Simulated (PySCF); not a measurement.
# Electronic structure of Ge¹¹⁺ (germanium, charge +11) at the M06 level

Configuration: [Ar] 3d3, high-spin 4F determinant. All numbers are calculated (PySCF 2.14, scalar relativity by spin-free X2C-1e, in an even-tempered Gaussian basis (19 s from 0.59 bohr⁻², ratio 2.5; 13 p from 0.76 bohr⁻², ratio 2.5; 9 d from 0.76 bohr⁻², ratio 2.5; 4 f from 3.4 bohr⁻², ratio 2.7; 4 g from 5 bohr⁻², ratio 2.7)).

| Property | Result |
| --- | --- |
| Total energy | -2047.977 hartree |
| One-electron energy | -2607.598 hartree |
| Hartree (Coulomb) energy | 629.941 hartree |
| Exchange-correlation energy | -70.321 hartree |
| ⟨S²⟩ | 3.7503 |
| ⟨L²⟩ | 12.001 |
| Sum of ⟨r⟩ | 7.889 bohr |
| Sum of ⟨r²⟩ | 4.517 bohr² |
| Time after the integrals | 8.3 s of wall time on 2 threads of Neoverse-V2 (shared host) |

```csv
shell,electrons,mean orbital energy (eV),"rms radius, mean of both spins (bohr)"
1s β,1,-11317.3,0.0542
1s α,1,-11317.3,0.0542
2s α,1,-1715.5,0.227
2s β,1,-1711.4,0.227
2p α,3,-1537.1,0.203
2p β,3,-1533.4,0.203
3s α,1,-456.92,0.616
3s β,1,-450.52,0.616
3p α,3,-400.26,0.623
3p β,3,-393.01,0.623
3d α,3,-313.13,0.599
```

Densities and radii are taken from the X2C orbitals without a picture-change correction, which distorts them close to the nucleus.
